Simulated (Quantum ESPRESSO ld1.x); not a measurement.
These are the eigenvalues of the occupied orbitals of an atom or ion with whole-number occupations (hartree). All-electron calculation, scalar-relativistic Kohn-Sham, LDA (Slater exchange, Perdew-Wang correlation), spin-polarised, spherical densities, point nucleus. Program: ld1.x of Quantum ESPRESSO 7.5.

| orbital | eigenvalue |
|---|---|
| 1s up | -325.220 |
| 1s down | -325.219 |
| 2s up | -39.5904 |
| 2s down | -39.5674 |
| 2p up | -34.2958 |
| 2p down | -34.2777 |
| 3s up | -4.81643 |
| 3s down | -4.77481 |
| 3p up | -3.26419 |
| 3p down | -3.22322 |
| 3d up | -0.78311 |
| 3d down | -0.74235 |
| 4p up | -0.33805 |

Which element is it, and in what charge state? The configuration may be excited. Open shells, if any, are filled with parallel spins first.

Answer. Z = 29, copper, charge +1: Cu+ in [Ar] 3d9 4p1. The list shows which subshells hold electrons but not how many an open one holds; the 1s level, -325.22 hartree, gives Z - s = 25.5 by -(Z - s)^2/2, which with screening and relativity narrows Z to a few neighbours, and the depths of the outer levels then fix element, charge and occupations together.
